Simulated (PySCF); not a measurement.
Atoms are numbered as in `[F:1][C:2]([F:3])([F:4])[C:5]([F:6])([F:7])/[CH:8]=[CH:9]\[SiH3:10]` (H(Xn): hydrogen on atom n).

Computed data (PySCF): σ from GIAO-PBE0/pcSseg-1, geometry from GFN2-xTB. Single conformer, no solvent model, non-relativistic, one averaged value for each set of equivalent atoms.

Q: Predict the 2D correlation tables (HSQC, COSY, HMBC).

A: 

HSQC (one-bond C–H):
```tsv
δH	δC
6.98 (H(C9))	144.4 (C9)
6.83 (H(C8))	145.4 (C8)
```

COSY cross peaks (H two or three bonds apart, from the bond graph; peaks can be absent where the dihedral angle is near 90°):
```tsv
δH	δH
6.98 (H(C9))	6.83 (H(C8))
6.98 (H(C9))	4.30 (H(Si10))
```

HMBC (two and three bonds, from the bond graph):
```tsv
δH	δC
6.98 (H(C9))	145.4 (C8), 122.6 (C5)
6.83 (H(C8))	144.4 (C9), 129.2 (C2), 122.6 (C5)
4.30 (H(Si10))	145.4 (C8), 144.4 (C9)
```

Referencing at the same level of theory: TMS for ¹H and ¹³C.

Shifts are as computed. Against solution values, carbons near 30 ppm lie about +3 ppm off and those near 130 ppm about +5 ppm. Of 1211 compounds with measured shifts, 218 miss one by over three times the rms of a fit or turn the order of signals round; such compounds aren't used in these exercises.
